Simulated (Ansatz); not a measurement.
One change: `F[C@H]1C[Si@@H]1Cl` becomes `B[C@H]1C[Si@H]1Cl`.

Ansatz, PBE0-D4/def2-TZVP geometries, multiplicity 1. 

```csv
property,`F[C@H]1C[Si@@H]1Cl`
LUMO energy (PBE/def2-TZVPP) / eV,-0.95
LUMO energy (ωB97M-V/def2-TZVPP) / eV,1.87
HOMO energy (B3LYP/def2-TZVPP) / eV,-7.06
HOMO energy (PBE/def2-TZVPP) / eV,-6.00
HOMO–LUMO gap (PBE/def2-TZVPP) / eV,5.05
LUMO energy (PBE0/def2-TZVPP) / eV,0.02
```

Problem. Give the same properties after the change, and the shifts. (Best estimate.)

Solution. Computed: 
```csv
property,`B[C@H]1C[Si@H]1Cl`,shift
LUMO energy (PBE/def2-TZVPP) / eV,-1.76,-0.81
LUMO energy (ωB97M-V/def2-TZVPP) / eV,0.98,-0.89
HOMO energy (B3LYP/def2-TZVPP) / eV,-7.05,0.01
HOMO energy (PBE/def2-TZVPP) / eV,-6.21,-0.21
HOMO–LUMO gap (PBE/def2-TZVPP) / eV,4.45,-0.60
LUMO energy (PBE0/def2-TZVPP) / eV,-0.85,-0.87
```

B3LYP here is the variant with VWN-RPA as its local correlation; programs differ in this.
